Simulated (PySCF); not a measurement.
## Sn⁺: interval between two levels

Sn⁺ [Kr] 4d10 5s2 5p1 [2P3/2, M_J = 3/2] → Sn⁺ [Kr] 4d10 5s1 5p1 5d1 [4F9/2, M_J = 9/2], as a difference of total energies. All numbers are calculated (PySCF 2.14, the two-component X2C-1e Hamiltonian, in x2c-TZVPall-2c with one added diffuse shell each of s, p, d, f type (9s10p6d3f, 90 functions)). Correlated levels: [Ar] 3d10 frozen; the 6 highest virtual spinors dropped. "Screened" scales the spin-orbit matrix elements by Boettger's factors to mimic the two-electron term; Breit and QED terms are absent.

```csv
method,interval between two levels (cm⁻¹)
GHF (spin-free),99902
GMP2 (spin-free),114510
GHF (screened spin-orbit),100290
GMP2 (screened spin-orbit),114950
```

The labels give the starting determinants; with spin-orbit coupling the two ends relaxed to ⟨J²⟩ = 3.76, ⟨L²⟩ = 2.03, ⟨S²⟩ = 0.77 and ⟨J²⟩ = 24.76, ⟨L²⟩ = 12.02, ⟨S²⟩ = 3.77.

The promoted electron is Rydberg-like, and one or two diffuse shells describe it only roughly, which tends to raise the upper state.
